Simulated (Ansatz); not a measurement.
Pd4H7. Charge 0, multiplicity 2. Geometry PBE0-D4/def2-SVP; atoms count from 1.

Cartesian coordinates in Å:
```
Pd -2.044 0.018 -1.096
Pd -0.376 -1.068 0.867
Pd 2.122 0.085 1.198
Pd 0.252 1.209 -0.285
H 3.309 1.051 0.519
H -2.973 -1.355 -1.577
H -1.226 1.555 -0.973
H 1.097 -1.261 1.639
H 3.038 1.483 1.232
H -2.906 -1.423 -0.731
H -0.293 -0.293 -0.793
```

In the def2 sets Pd takes a core potential; there is no spin–orbit coupling. In the doublet, H6 and H10 lie 0.85 Å apart, H5 and H9 lie 0.88 Å apart (atoms count from 1), so H2 has formed as a molecule. No other spin state of charge 0 was run. The structure comes from a short search, and lower isomers may exist.

Estimate the Mulliken populations from the PBE0/def2-TZVP orbitals of Ansatz.


```json
{"atom": "Pd1", "charge (e)": "-0.20", "spin (α − β)": "-0.01", "d electrons": "9.28"}
{"atom": "Pd2", "charge (e)": "0.03", "spin (α − β)": "0.57", "d electrons": "9.15"}
{"atom": "Pd3", "charge (e)": "-0.14", "spin (α − β)": "0.07", "d electrons": "9.27"}
{"atom": "Pd4", "charge (e)": "-0.06", "spin (α − β)": "0.28", "d electrons": "9.17"}
{"atom": "H5", "charge (e)": "0.04", "spin (α − β)": "0.01", "d electrons": "–"}
{"atom": "H6", "charge (e)": "0.05", "spin (α − β)": "0.00", "d electrons": "–"}
{"atom": "H7", "charge (e)": "0.01", "spin (α − β)": "0.02", "d electrons": "–"}
{"atom": "H8", "charge (e)": "-0.03", "spin (α − β)": "0.06", "d electrons": "–"}
{"atom": "H9", "charge (e)": "0.04", "spin (α − β)": "0.00", "d electrons": "–"}
{"atom": "H10", "charge (e)": "0.04", "spin (α − β)": "0.00", "d electrons": "–"}
{"atom": "H11", "charge (e)": "0.22", "spin (α − β)": "-0.01", "d electrons": "–"}
```
Mulliken values and Mayer orders depend strongly on the basis.

Where does the spin sit?

Summed by element: Pd 0.91, H 0.09, of 1 unpaired in all. Largest on single atoms: Pd2 0.57, Pd4 0.28, Pd3 0.07.

And the Mayer bond orders between bonded heavy atoms (over 0.3)?

Pd1–Pd2 0.35 (2.80 Å); Pd1–Pd4 0.38 (2.71 Å); Pd2–Pd3 0.32 (2.77 Å); Pd2–Pd4 0.48 (2.63 Å); Pd3–Pd4 0.45 (2.64 Å).
